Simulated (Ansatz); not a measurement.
Geometry optimisation, Ansatz, UKS BLYP/def2-SVP.

Input file:

```yaml
crystal:
  periodic: [false, false, false]
  atoms:
    - { symbol: Si, position_ang: [-0.880684, 1.089093, -0.337944] }
    - { symbol: H, position_ang: [-0.332785, -0.896815, 1.453752] }
    - { symbol: H, position_ang: [-1.319163, 2.192736, -1.235025] }
    - { symbol: H, position_ang: [-2.013205, 0.216305, 0.093272] }
    - { symbol: Cl, position_ang: [-0.048442, 1.999847, 1.350994] }
    - { symbol: H, position_ang: [2.004589, -0.891679, -0.197871] }
    - { symbol: O, position_ang: [0.300022, 0.193368, -1.229829] }
    - { symbol: H, position_ang: [0.170602, -1.343442, 1.247738] }
    - { symbol: F, position_ang: [1.830123, -1.792512, -0.103191] }
    - { symbol: H, position_ang: [0.289043, -0.7668, -1.041895] }
magnetization:
  spin_polarized: true
basis:
  gaussian: { orbitals: def2-SVP }
hamiltonian:
  xc: blyp
relax:
  f_tol: 0.03
  max_steps: 50
output:
  orbitals: {}
```

Run as:

```bash
$ ansatz run input.yaml --threads 2 --pin off --max-ram 3072MiB --backend cpu --events-out ev --progress --plain --runs-dir out
```

Task: Where does it end, and by what steps?

Result: The run converged. The force dipped under the threshold on the way, but the program's further checks kept it going. After 34 steps the energy has fallen by 0.407 eV; H4 moved furthest, 1.86 Å.

```
step  energy less start (eV)  largest force component (eV/Å)  accepted
   0                  0.0000                           1.814       yes
   2                 -0.2126                           0.270       yes
   4                 -0.2457                           0.604       yes
   6                 -0.2779                           0.255       yes
   8                 -0.2661                           1.244        no
  10                 -0.3039                           0.475       yes
  12                 -0.3165                           0.553       yes
  14                 -0.3532                           0.153       yes
  16                 -0.3685                           0.130       yes
  18                 -0.3781                           0.395       yes
  20                 -0.3833                           0.052       yes
  22                 -0.3852                           0.322       yes
  24                 -0.3876                           0.092       yes
  26                 -0.3947                           0.552       yes
  28                 -0.4037                           0.081       yes
  30                 -0.4057                           0.027       yes
  32                 -0.4066                           0.017       yes
  34                 -0.4068                           0.023       yes
```

```xyz
10
Properties=species:S:1:pos:R:3
Si -0.784 1.255 -0.577
H 0.873 -2.065 2.139
H 0.329 1.899 -1.319
H -2.136 1.673 -1.057
Cl -0.676 1.702 1.454
H 1.059 -0.749 -0.607
O -0.580 -0.410 -0.855
H 1.181 -1.666 1.559
F 1.956 -0.623 -0.304
H -1.222 -1.015 -0.434
```

Whether the end is a true minimum wasn't checked by a vibrational analysis.

The run took 96 s on 2 threads of Arm Neoverse V1, with other jobs on the host, peak memory 0.17 GiB.
